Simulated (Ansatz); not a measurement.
One change: `OB(Br)O[SiH3]` becomes `BB(O)Br`.

Ansatz, PBE0-D4/def2-TZVP geometries, multiplicity 1. Each molecule was computed in one conformer, which needn't be the lowest.

Scalar relativity is left out up to krypton.

| property | `OB(Br)O[SiH3]` |
| --- | --- |
| HOMO–LUMO gap (PBE/def2-TZVPP) / eV | 6.35 |
| HOMO–LUMO gap (PBE0/def2-TZVPP) / eV | 8.56 |
| ideal-gas entropy at 298 K and 1 bar (rigid rotor, harmonic PBE0-D4/def2-TZVP) / J/(mol·K) | 360 |
| LUMO energy (ωB97M-V/def2-TZVPP) / eV | 1.58 |
| HOMO–LUMO gap (B3LYP/def2-TZVPP) / eV | 8.04 |
| LUMO energy (B3LYP/def2-TZVPP) / eV | -0.25 |

(1) Give the same properties after the change, and the shifts. (Best estimate.)

Results:

(1) Ansatz gave: 
```tsv
property	`BB(O)Br`	shift
HOMO–LUMO gap (PBE/def2-TZVPP) / eV	4.09	-2.26
HOMO–LUMO gap (PBE0/def2-TZVPP) / eV	6.32	-2.24
ideal-gas entropy at 298 K and 1 bar (rigid rotor, harmonic PBE0-D4/def2-TZVP) / J/(mol·K)	316	-44
LUMO energy (ωB97M-V/def2-TZVPP) / eV	-0.02	-1.60
HOMO–LUMO gap (B3LYP/def2-TZVPP) / eV	5.90	-2.14
LUMO energy (B3LYP/def2-TZVPP) / eV	-2.17	-1.92
```

With PBE0 the HOMO rises by 0.27 eV and the LUMO falls by 1.97 eV, so the gap narrows by about 2.24 eV. PBE moves the HOMO by 0.16 eV and ωB97M-V by 0.37 eV. The zero-point energy changes by -27.9 kJ/mol with -6 modes.

B3LYP here is the variant with VWN-RPA as its local correlation; programs differ in this.

Spin–orbit coupling is left out; it splits and shifts lone-pair levels of the heavy atoms by tenths of an eV.
